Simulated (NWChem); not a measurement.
Species: LiOH; SMILES [Li][OH]

```xyz
3

Li    -0.7681    -0.7187    -0.6607
O      0.1917     0.1794     0.1649
H      0.7808     0.7305     0.6716
```
Atoms are numbered in this order, from 1.

Computed with NWChem. Pople sets run with spherical d functions. The geometry was optimised at PBE0/def2-SVP. GIAO values for the isolated, static molecule; σ is the absolute isotropic shielding, δ = σ(reference) − σ with the isolated reference molecule computed at the same levels (1H: tetramethylsilane, 17O: water).

For level B3LYP/6-311G**:

- δ O2 (ppm): 19.3
- δ H3 (ppm): -1.53

Question: What are these values for level PBE0/pcSseg-2?

Answer: 
| Item | Result |
|---|---|
| δ O2 (ppm) | 12.4 |
| δ H3 (ppm) | -1.34 |
